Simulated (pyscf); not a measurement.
## •HC=CH–F, doublet

Gas-phase minimum from PySCF at ωB97X-D3(BJ)/def2-SVP, one conformer. Other isomers of •HC=CH–F were not searched in full and may lie lower. 

SMILES: [CH]=CF
```xyz
5

C     -1.5808     0.2436    -0.2296
C     -0.8692    -0.5965     0.4847
F     -0.7304    -1.9004     0.1766
H     -2.2023     0.2985    -1.1210
H     -0.3224    -0.3250     1.3958
```
Charge 0, spin multiplicity 2.

Bonds (Å): C1–C2 1.312, C1–H4 1.088, C2–F3 1.347, C2–H5 1.097. Bond angles (°): C2–C1–H4 142.0, C1–C2–F3 123.4, C1–C2–H5 124.3, F3–C2–H5 112.2.

Properties at ωB97X-D3(BJ)/def2-SVP:

| Item | Result |
|---|---|
| Harmonic wavenumbers, unscaled | 433, 692, 800, 903, 1115, 1305, 1719, 3211, 3328 cm⁻¹ |
| Zero-point energy | 19.3 kcal/mol |
| Rotational symmetry number | 1 |
| Entropy of this conformer at 298 K and 1 atm, rigid rotor and harmonic oscillator, modes under 100 cm⁻¹ raised to 100 | 257.6 J/(mol K) |
| Dipole moment | 0.83 D |
| Spin expectation value S2 | 0.761 |

Single-point totals, which compare only within one level (frozen core for MP2 and CC):

```csv
level,total energy (hartree)
ωB97X-D3(BJ)/def2-TZVP,-177.24365
PBE/def2-TZVP,-177.01150
r²SCAN/def2-TZVP,-177.12156
B3LYP-D3(BJ)/def2-TZVP,-177.21517
PBE0-D3(BJ)/def2-TZVP,-177.01734
M06-2X/def2-TZVP,-177.13502
ωB97M-D3(BJ)/def2-TZVP,-177.24296
UHF/def2-TZVPP,-176.31129
MP2/def2-TZVPP,-176.83242
CCSD/def2-TZVPP,-176.86231
CCSD(T)/def2-TZVPP,-176.88337
```

The CCSD(T) − MP2 part came from Ansatz, without density fitting, on the same reference. A UHF reference is spin-contaminated (<S²> up to 0.95), which harms MP2 most.
